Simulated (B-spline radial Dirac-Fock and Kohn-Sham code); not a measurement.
**Relativistic shifts of the levels of Xe²⁶⁺**

System: Xe²⁶⁺, configuration [Ar] 3d10.

Both columns are ΔSCF binding energies of the configuration average from a radial finite-basis atomic code: non-relativistic Hartree-Fock with a point nucleus, and Dirac-Fock with a finite nucleus and the Coulomb interaction alone, averaged over the two j levels with weights 2j+1.

```
shell  Hartree-Fock (eV)  Dirac-Fock (eV)  shift (eV)  shift (%)
   1s            34136.1          35581.9    +1445.77      +4.24
   2s             5972.3           6338.3     +366.00      +6.13
   2p             5659.8           5774.7     +114.98      +2.03
   3s             1875.3           1962.4      +87.09      +4.64
   3p             1743.0           1775.4      +32.39      +1.86
   3d             1503.1           1499.8       -3.32      -0.22
```

Relativity binds 1s, 2s, 2p, 3s, 3p more strongly, among those listed most of all 2s in relative terms, and 3d more weakly, because the contracted s and p shells screen the nucleus better.

Values without a named source are computed, but for edge energies of neutral atoms, which are taken from tables.
